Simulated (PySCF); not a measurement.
## Spinor energies of Ir³⁺ (iridium, charge +3)

Start: [Xe] 4f14 5d5 6p1; 5d5/2 filled at m_j = -3/2, -1/2, +1/2, +3/2, +5/2; 6p3/2 filled at m_j = +3/2. Calculated with PySCF 2.14 in x2c-TZVPall-2c: generalised Hartree-Fock with the X2C-1e Hamiltonian and a Gaussian nucleus; spin-orbit coupling (SO) screened by Boettger's factors. This is a chosen level, not necessarily the ground level.

```tsv
spinor shell	electrons	ε, screened SO (eV)	weight of nominal j (screened SO)	rms radius, screened SO (bohr)
1s1/2	2	-76545.6	1.000	0.0197
2s1/2	2	-13566.1	1.000	0.0795
2p1/2	2	-12974.5	1.000	0.0675
2p3/2	4	-11341.2	1.000	0.0752
3s1/2	2	-3267.2	1.000	0.203
3p1/2	2	-3002.8	1.000	0.195
3p3/2	4	-2639.6	1.000	0.210
3d3/2	4	-2203.2	1.000	0.185
3d5/2	6	-2125.1	1.000	0.189
4s1/2	2	-761.32	1.000	0.450
4p1/2	2	-648.63	1.000	0.456
4p3/2	4	-561.60	1.000	0.490
4d3/2	4	-376.47	0.998	0.507
4d5/2	6	-359.61	0.999	0.519
5s1/2	2	-152.10	1.000	1.04
4f5/2	6	-121.65	0.977	0.584
4f7/2	8	-118.34	0.983	0.585
5p1/2	2	-115.55	0.923	1.14
5p3/2	4	-97.938	0.961	1.21
5d5/2	5	-50.002	0.491	1.59
6p3/2	1	-27.009	1.000	3.14
```

```csv
quantity,screened SO
E (hartree),-17836.66520
M_J,4
⟨J²⟩,20.005
⟨L²⟩,2.522
⟨S²⟩,11.598
```

Each row is a mean over spinors that exchange with the open shell spreads, by up to 10.788 eV (5p3/2).

Rows whose weight is well below 1 are mixtures of j = l ± 1/2: exchange outweighs spin-orbit coupling there, and the label is only the starting occupation.

Breit and QED terms are absent; they matter most for the inner s and p1/2 levels.

Densities and radii are taken from the X2C orbitals without a picture-change correction, which distorts them close to the nucleus.
